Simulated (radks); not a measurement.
Coulomb parameter of the 4f shell of the dysprosium ion Dy2+ in the model configuration [Xe] 4f9 5d1, as a second difference U = [E(n + 0.5) + E(n - 0.5) - 2 E(n)] / (0.5)^2 with all orbitals relaxed. "Bare": the charge of the atom changes with n. "Screened": the 5d shell takes up the change at fixed total charge, which measures U(4f,4f) + U(5d,5d) - 2 U(4f,5d). Calculated with a radial shooting solver on a logarithmic mesh with Libxc functionals: Dirac Kohn-Sham, LDA (Slater exchange, Perdew-Wang correlation), spin-unpolarised, spherical densities, finite nucleus; open shells are shared between the two j in proportion to 2j + 1; Fermi nuclear charge, rms radius 5.2218 fm.

[
 {"case": "start", "configuration": "[Xe] 4f9 5d1", "E - E(n) (eV)": "0.000"},
 {"case": "bare +0.5", "configuration": "[Xe] 4f9.5 5d1", "E - E(n) (eV)": "-9.676"},
 {"case": "bare -0.5", "configuration": "[Xe] 4f8.5 5d1", "E - E(n) (eV)": "13.985"},
 {"case": "screened +0.5", "configuration": "[Xe] 4f9.5 5d0.5", "E - E(n) (eV)": "-3.451"},
 {"case": "screened -0.5", "configuration": "[Xe] 4f8.5 5d1.5", "E - E(n) (eV)": "4.700"}
]

U(bare) = 17.238 eV, U(screened by 5d) = 4.995 eV.
